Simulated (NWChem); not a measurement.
# C3H4FNSi; SMILES FC1=CN=C[SiH2]1

```xyz
10

F     -0.0462    -2.2222     0.0000
C     -0.1530    -0.8996     0.0000
C     -1.3325    -0.2503     0.0000
N     -1.3262     1.1659     0.0000
C     -0.1624     1.7091     0.0000
Si     1.2149     0.3992     0.0000
H     -2.3065    -0.7481     0.0000
H     -0.0979     2.8056     0.0000
H      2.0667     0.3864    -1.2238
H      2.0667     0.3864     1.2238
```
Atoms are numbered in this order, from 1.

Level: PBE0/def2-SVP (NWChem), optimised geometry, unscaled harmonic frequencies. 

```json
[
 {"frequency (cm⁻¹)": "213", "IR intensity (km/mol)": "0.1"},
 {"frequency (cm⁻¹)": "306", "IR intensity (km/mol)": "0.4"},
 {"frequency (cm⁻¹)": "328", "IR intensity (km/mol)": "6.6"},
 {"frequency (cm⁻¹)": "351", "IR intensity (km/mol)": "14.3"},
 {"frequency (cm⁻¹)": "465", "IR intensity (km/mol)": "15.7"},
 {"frequency (cm⁻¹)": "605", "IR intensity (km/mol)": "0.3"},
 {"frequency (cm⁻¹)": "606", "IR intensity (km/mol)": "12.9"},
 {"frequency (cm⁻¹)": "652", "IR intensity (km/mol)": "4.0"},
 {"frequency (cm⁻¹)": "679", "IR intensity (km/mol)": "32.6"},
 {"frequency (cm⁻¹)": "686", "IR intensity (km/mol)": "12.0"},
 {"frequency (cm⁻¹)": "850", "IR intensity (km/mol)": "50.7"},
 {"frequency (cm⁻¹)": "851", "IR intensity (km/mol)": "62.4"},
 {"frequency (cm⁻¹)": "924", "IR intensity (km/mol)": "73.8"},
 {"frequency (cm⁻¹)": "930", "IR intensity (km/mol)": "5.5"},
 {"frequency (cm⁻¹)": "1087", "IR intensity (km/mol)": "12.0"},
 {"frequency (cm⁻¹)": "1254", "IR intensity (km/mol)": "11.2"},
 {"frequency (cm⁻¹)": "1307", "IR intensity (km/mol)": "84.6"},
 {"frequency (cm⁻¹)": "1320", "IR intensity (km/mol)": "30.2"},
 {"frequency (cm⁻¹)": "1627", "IR intensity (km/mol)": "48.5"},
 {"frequency (cm⁻¹)": "1670", "IR intensity (km/mol)": "53.7"},
 {"frequency (cm⁻¹)": "2248", "IR intensity (km/mol)": "56.2"},
 {"frequency (cm⁻¹)": "2255", "IR intensity (km/mol)": "73.2"},
 {"frequency (cm⁻¹)": "3159", "IR intensity (km/mol)": "7.5"},
 {"frequency (cm⁻¹)": "3220", "IR intensity (km/mol)": "8.3"}
]
```

```
Property                                                                           Result
-----------------------------------------------------------------------  ----------------
zero-point energy                                                           39.4 kcal/mol
thermal correction to the enthalpy at 298.15 K (with zero-point energy)     43.6 kcal/mol
heat capacity Cv                                                         21.6 cal/(mol K)
entropy at 298.15 K and 1 atm (symmetry number 1)                        75.9 cal/(mol K)
dipole moment                                                                      1.73 D
```

Rigid rotor and harmonic oscillator.
